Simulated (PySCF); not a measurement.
Members of one series of related molecules.

All values: B3LYP/def2-SVPD (PySCF) at PBE0-D3(BJ)/def2-SVP geometries, gas phase, one conformer each. Core orbitals are frozen in the response; Δα² is half the sum of the squared differences of the principal polarisabilities. Atoms past krypton carry effective core potentials.

Question: Rank by mean static polarisability, lowest first.
A. WS2(NH2)2, `[NH2][W]([NH2])(=[S])=[S]`
B. WS2F2, `[F][W]([F])(=[S])=[S]`
C. WS2(OH)2, `[OH][W]([OH])(=[S])=[S]`
D. WS2Cl2, `[S]=[W](=[S])([Cl])[Cl]`

Answer: B (12.06 Å³), C (13.92 Å³), A (15.64 Å³), D (16.58 Å³).

All values together:

```tsv
SMILES	change	formula	μ (D)	HOMO (eV)	LUMO (eV)	α (Å³)	Δα (Å³)	electrons	α per electron (Å³)	ΔSCF removal energy (eV)
[S]=[W](=[S])([Cl])[Cl]	parent	Cl2S2W	0.53	-7.55	-3.87	16.58	2.49	140	0.118	–
[OH][W]([OH])(=[S])=[S]	ligand (both): Cl to OH	H2O2S2W	1.62	-6.88	-2.93	13.92	5.44	124	0.112	8.96
[F][W]([F])(=[S])=[S]	ligand (both): Cl to F	F2S2W	0.38	-7.66	-3.62	12.06	6.71	124	0.097	9.84
[NH2][W]([NH2])(=[S])=[S]	ligand (both): Cl to NH2	H4N2S2W	4.17	-6.89	-2.78	15.64	5.29	124	0.126	8.93
```

Conformers: `[OH][W]([OH])(=[S])=[S]` (singlet state); `[NH2][W]([NH2])(=[S])=[S]` (singlet state).

A dash marks a removal energy that wasn't run or isn't settled.

Q: Give the shifts from the parent, `[S]=[W](=[S])([Cl])[Cl]`.

A: 
| SMILES | change in μ (D) | change in HOMO (eV) | change in LUMO (eV) | change in mean α (Å³) |
| --- | --- | --- | --- | --- |
| [OH][W]([OH])(=[S])=[S] | +1.09 | +0.67 | +0.94 | -2.66 |
| [F][W]([F])(=[S])=[S] | -0.15 | -0.11 | +0.25 | -4.52 |
| [NH2][W]([NH2])(=[S])=[S] | +3.64 | +0.66 | +1.09 | -0.94 |
